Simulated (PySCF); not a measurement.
C₂F₃O₂, SMILES FC(C(=O)[O])(F)F (connectivity only; charge and spin as stated), charge -1, multiplicity 1.

Coordinates come from a B3LYP-D3(BJ)/def2-SVPD optimisation. The spin state was assumed, not searched. The isomer is the one that the SMILES or the coordinates give; other isomers of the formula were not compared.

Calculation: PySCF with PBE0/def2-SVPD.

The molecule is in vacuum.

- total energy: -525.39371 hartree
- highest occupied level: -2.50 eV
- lowest empty level: 4.76 eV
- orbital gap: 7.26 eV
- dipole moment about the centre of nuclear charge: 0.996 e·Å
- mean static polarisability: 41.9 bohr³ (6.20 Å³)
- polarisability, principal values: 33.7, 44.3, 47.6 bohr³
